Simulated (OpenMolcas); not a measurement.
An OpenMolcas run meant for neutral boron (ANO-R0, X2C; inactive shells 1s; intended active space 3 electrons in 4 orbitals (2s 2p)). One step of its input:

```
&RASSCF
FileOrb=start.orb
Symmetry=2
Spin=4
nActEl=3 0 0
Inactive=1 0
Ras2=1 3
CIRoot=5 5 1
SDav=1
CIMx=300
Iter=60 100
PrWF=0.3
OrbListing=Nothing
MaxOrb=0
Atom
CIOnly
>>> COPY $Project.JobIph JOB001
```

Lines from the output:

```
...
      Number of secondary orbitals               0
      Spin quantum number                      1.5
      State symmetry                             2
Orbital specifications:
      -----------------------

      Symmetry species                           1   2
                                                ag  au
      Frozen orbitals                            0   0
      Inactive orbitals                          1   0
      Active orbitals                            1   3
      RAS1 orbitals                              0   0
      RAS2 orbitals                              1   3
      RAS3 orbitals                              0   0
      Secondary orbitals                         0   0
      Deleted orbitals                           0   0
      Number of basis functions                  2   3
      Number of CSFs                             1
      Number of root(s) required                 5
 ************ ERROR ***********
  You can't ask for more roots
  than there are configurations
 ******************************
--- Stop Module: rasscf at  /rc=_RC_INPUT_ERROR_ ---
.####################.
.# User input error #.
.####################.
```

What is wrong with the input?

CIRoot asks for more roots than the active space has configuration state functions.
